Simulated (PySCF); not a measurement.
**Correlation energy of Tm (thulium, neutral)**

Starting occupation: [Xe] 4f13 6s2, 4f5/2 with m_j = -3/2, -1/2, +1/2, +3/2, +5/2, 4f7/2 with m_j = -7/2, -5/2, -3/2, -1/2, +1/2, +3/2, +5/2, +7/2. All numbers are calculated (PySCF 2.14, X2C-1e with screened-nucleus spin-orbit coupling, Gaussian nucleus, in x2c-TZVPPall-2c). Frozen: [Ar] 3d10; 41 electrons correlated; the 18 highest virtual spinors left out.

MP2 pair energies summed by pair of shells (mhartree):

```tsv
pair	energy	share (%)
4f5/2-4f7/2	-320.26	15.9
4f7/2-4f7/2	-224.57	11.1
4d5/2-4f7/2	-116.98	5.8
4f7/2-5p3/2	-114.80	5.7
4d3/2-4f7/2	-93.43	4.6
4d5/2-4f5/2	-78.65	3.9
4f5/2-4f5/2	-75.55	3.7
4f5/2-5p3/2	-74.31	3.7
4f7/2-5p1/2	-65.25	3.2
4d3/2-4f5/2	-57.18	2.8
4d3/2-4d5/2	-55.77	2.8
5p3/2-5p3/2	-55.65	2.8
5p1/2-5p3/2	-52.88	2.6
4f7/2-4p3/2	-40.08	2.0
4f7/2-5s1/2	-38.62	1.9
4d5/2-4d5/2	-36.78	1.8
4f5/2-5p1/2	-35.91	1.8
4d5/2-4p3/2	-31.24	1.6
4f5/2-4p3/2	-25.95	1.3
4f5/2-5s1/2	-23.99	1.2
4d3/2-4p3/2	-22.39	1.1
5p3/2-5s1/2	-21.50	1.1
5p3/2-6s1/2	-21.47	1.1
4f7/2-4p1/2	-19.18	1.0
4d5/2-5p3/2	-18.60	0.9
6s1/2-6s1/2	-17.41	0.9
4d3/2-4d3/2	-17.28	0.9
4d5/2-4p1/2	-16.74	0.8
4d3/2-5p3/2	-15.24	0.8
4f7/2-4s1/2	-13.94	0.7
```

Total MP2 correlation energy: -2014.9 mhartree.

This basis was not built for core-valence correlation, so the inner-shell part is incomplete.
